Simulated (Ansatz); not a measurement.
Reaction (substitution at a C–C bond): `NBCCN` + `[SH][GeH3]` → `NC[S][GeH3]` + `CBN`

Computed with Ansatz on PBE0-D4/def2-TZVP structures; ΔE is electronic, products minus reactants. CCSD(T)/CBS adds triple-zeta CCSD(T) − MP2 to the extrapolated MP2 energy (def2 sets, frozen cores). Functionals use def2-TZVPP. B3LYP here is the variant with VWN-RPA as its local correlation; programs differ in this. For Ge outer-core shells are correlated without core-valence functions, which leaves a few kJ/mol of doubt a bond. Scalar relativity is left out up to krypton. One conformer a species, not always the lowest.

Task: Is it downhill or uphill in electronic energy at CCSD(T)/CBS, and by how much? (An estimate is asked.)

Result: Ansatz gave: Downhill: ΔE = -4.1 kJ/mol.

Task: What do these levels give: PBE0-D4, B3LYP-D4, ωB97X-V, PBE, r2SCAN, CCSD/def2-TZVPP, CCSD(T)/def2-TZVPP, HF/def2-QZVPP, SCS-MP2/def2-QZVPP, HF/CBS(def2), MP2/CBS(def2), CCSD/CBS(def2)? (An estimate is asked.)

Result: Ansatz gave: PBE0-D4 -6.1, B3LYP-D4 -7.0, ωB97X-V -3.0, PBE -7.4, r2SCAN -6.7, CCSD/def2-TZVPP 1.7, CCSD(T)/def2-TZVPP -0.8, HF/def2-QZVPP 5.7, SCS-MP2/def2-QZVPP -3.6, HF/CBS(def2) 5.8, MP2/CBS(def2) -7.9, CCSD/CBS(def2) -1.6 kJ/mol.

Largest T1 diagnostic among the species: 0.011.

In def2-TZVPP, CCSD(T) changes the Hartree–Fock value by −5.7 kJ/mol (the triples alone add −2.5 kJ/mol) and MP2 by −9.4 kJ/mol. From PBE to PBE0 (25 % exact exchange), in def2-TZVPP and without D4, ΔE moves by +3.0 kJ/mol.
